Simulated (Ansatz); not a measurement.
Consider the atomization: `CC1NB1N` → B• + 2 C• + 7 H• + 2 N•.

Calculated with Ansatz (gas phase, PBE0-D4/def2-TZVP geometries, no zero-point term in ΔE). CBS: MP2 limit from def2 TZ/QZ plus the TZ coupled-cluster correction, frozen cores. This one scheme is used for every species, atoms too. Functionals use def2-TZVPP. Open shells (•) are unrestricted, without spin–orbit coupling. Spin–orbit coupling would lower the free atoms: a little for B, C. One conformer a species, not always the lowest.

`CC1NB1N`:

```xyz
12

C    -1.617    0.363    0.654
C    -0.247    0.660    0.108
N     0.914    0.162    0.903
B     0.803   -0.346   -0.386
N     1.401   -1.154   -1.343
H    -2.377    0.484   -0.125
H    -1.879    1.031    1.480
H    -1.673   -0.664    1.022
H    -0.145    1.681   -0.272
H     1.570    0.755    1.381
H     2.278   -1.622   -1.195
H     0.972   -1.349   -2.228
```

CCSD(T)/CBS gives +4693.7 kJ/mol.

**Question.** Another level gave +4760.4 kJ/mol. Which?
A. ωB97M-V/def2-TZVPP
B. r2SCAN/def2-TZVPP
C. PBE0-D4/def2-TZVPP
D. ωB97X-V/def2-TZVPP

**Answer.** C. PBE0-D4 4760.4, ωB97X-V 4733.2, ωB97M-V 4744.9, r2SCAN 4717.0 kJ/mol.

Largest T1 diagnostic among the species: 0.014.

From PBE to PBE0 (25 % exact exchange), in def2-TZVPP and without D4, ΔE moves by −94.6 kJ/mol: exact exchange takes away binding that semilocal exchange gives to molecules. The D4 term adds +30.6 kJ/mol with B3LYP and +16.1 kJ/mol with PBE0; it sums over pairs of atoms, weighted by their polarisabilities, and B3LYP, whose exchange is more repulsive, gets the larger term.

B3LYP here is the variant with VWN-RPA as its local correlation; programs differ in this.

For atomizations the MP2-based limit and the directly extrapolated one differ by several kJ/mol either way, and by 10 to 25 for some Ge, Se and Sn compounds, so smaller differences from it don't rank the levels.
